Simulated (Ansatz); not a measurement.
Ansatz (an electronic-structure program) input:

Ansatz 0.2 input:
```yaml
crystal:
  periodic: [false, false, false]
  atoms:
    - {symbol: Si, position_ang: [-0.24675166, -0.31480560, 0.45207189]}
    - {symbol: H, position_ang: [-0.98134586, -1.21116338, -0.55911929]}
    - {symbol: F, position_ang: [0.49287435, 0.62427130, -0.64109857]}
basis:
  gaussian:
    orbitals: cc-pVTZ-DK
magnetization: {spin_polarized: false}
correlation: {method: ccsd_t, electrons: outside_noble_gas}
```

Question: What final total energy does it print?

Answer: -390.07703 Eh (X2C-CCSD(T)/cc-pVTZ-DK). The basis has 78 functions.
